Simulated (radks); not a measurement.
Values are calculated unless marked as measured or tabulated.
Ionisation of S+, [Ne] 3s2 3p3, to S2+, [Ne] 3s2 3p2, under several functionals. Scalar-relativistic Kohn-Sham, spin-polarised, spherical densities, point nucleus; open shells are filled with parallel spins first; a radial shooting solver on a logarithmic mesh with Libxc functionals.

| functional | E(S+) (hartree) | Exc (hartree) | IE (eV) | -e(HOMO) (eV) | <r> HOMO (bohr) | IE error (eV) |
|---|---|---|---|---|---|---|
| OLYP | -398.89602 | -25.47433 | 23.315 | 17.816 | 1.862 | -0.022 |
| B86b exchange with PBE correlation | -398.85709 | -25.41120 | 23.395 | 17.933 | 1.871 | +0.058 |
| LDA (Slater exchange, Perdew-Wang correlation) | -397.47244 | -23.98049 | 23.327 | 17.871 | 1.871 | -0.010 |
| HCTH/407 | -398.92555 | -25.52012 | 23.836 | 18.364 | 1.843 | +0.498 |
| Wu-Cohen GGA | -398.43846 | -24.98173 | 23.351 | 17.890 | 1.870 | +0.013 |
| SOGGA | -397.95638 | -24.48385 | 23.245 | 17.793 | 1.873 | -0.093 |
| exchange-only LDA | -396.31580 | -22.79587 | 22.330 | 16.938 | 1.889 | -1.008 |
| LDA (Slater exchange, VWN5 correlation) | -397.47846 | -23.98671 | 23.337 | 17.880 | 1.871 | 0.000 |

NIST Atomic Spectra Database: 23.338 eV (measured). Closest: LDA (Slater exchange, VWN5 correlation). The Delta-SCF values span 1.51 eV, the total energies 2.61 hartree. The highest occupied level is 3p. Open shells are spherical and high-spin; term and fine-structure splittings are not resolved.
